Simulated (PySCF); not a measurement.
cycl[3.3.3]borane (C₁₂H₉B), SMILES C1=CC2=CC=CC3=CC=CC(=C1)B23.

Coordinates come from a B3LYP-D3(BJ)/def2-SVP optimisation.

Two levels are set side by side: TDA-PBE/def2-SVP (PySCF) and TDA-CAM-B3LYP/def2-SVP (PySCF). Vertical, same geometry. The lowest singlet is HOMO→LUMO 99 % with PBE and HOMO→LUMO 99 % with the other functional; states are paired by order. Differences are taken from unrounded values.

```tsv
quantity	TDA-CAM-B3LYP
lowest singlet excitation (eV)	1.03
lowest triplet excitation (TDA) (eV)	0.84
first bright state (f over 0.05) (eV)	3.80
its oscillator strength	0.31
```

Problem. What does TDA-PBE give, and how far is it from TDA-CAM-B3LYP? (An estimate is asked for; the answer gives what the named calculation found.)

Solution. 
```
quantity                               TDA-PBE  TDA-PBE minus TDA-CAM-B3LYP
-------------------------------------  -------  ---------------------------
lowest singlet excitation (eV)            1.00                        -0.03
lowest triplet excitation (TDA) (eV)      0.84                        -0.01
first bright state (f over 0.05) (eV)     3.28                        -0.52
its oscillator strength                   0.12                        -0.19
```

Rough cost on one machine, each run with all the roots and properties that it gave: TDA-CAM-B3LYP against TDA-PBE about 2 times.
